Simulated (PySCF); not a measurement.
Isomers of C4H13NOSi2, from PBE0-D3(BJ)/def2-SVP geometry optimisation, gas phase (PySCF). One conformer each, no zero-point energy, no frequencies.

Task: Which is lower in electronic energy at this level?
A. `[CH3:1][O:2][CH2:3][Si@H:4]1[CH2:5][CH2:6][SiH2:7][NH:8]1` with C1–O2–C3–Si4 180°, O2–C3–Si4–C5 -46°, C3–Si4–C5–C6 145°, Si4–C5–C6–Si7 -34°, C5–C6–Si7–N8 29°, C6–Si7–N8–Si4 -12°: A = 2509, B = 790.0, C = 770.9 MHz, dipole 1.57 D
B. `[CH3:1][CH2:2][O:3][C@@H:4]1[CH2:5][SiH2:6][NH:7][SiH2:8]1` with C1–C2–O3–C4 -176°, C2–O3–C4–C5 -70°, O3–C4–C5–Si6 -160°, C4–C5–Si6–N7 29°, C5–Si6–N7–Si8 -8°, Si6–N7–Si8–C4 -11°: A = 2918, B = 767.7, C = 634.6 MHz, dipole 0.93 D

Result: A. That is `COC[Si@H]1CC[SiH2]N1`, 3.2 kcal/mol below the other.

```json
{"SMILES": "COC[Si@H]1CC[SiH2]N1", "mapped SMILES": "[CH3:1][O:2][CH2:3][Si@H:4]1[CH2:5][CH2:6][SiH2:7][NH:8]1", "E (Eh)": "-868.29630", "relative (kcal/mol)": "0.0", "relative (kJ/mol)": "0.0", "dipole (D)": "1.57"}
{"SMILES": "CCO[C@@H]1C[SiH2]N[SiH2]1", "mapped SMILES": "[CH3:1][CH2:2][O:3][C@@H:4]1[CH2:5][SiH2:6][NH:7][SiH2:8]1", "E (Eh)": "-868.29120", "relative (kcal/mol)": "3.2", "relative (kJ/mol)": "13.4", "dipole (D)": "0.93"}
```
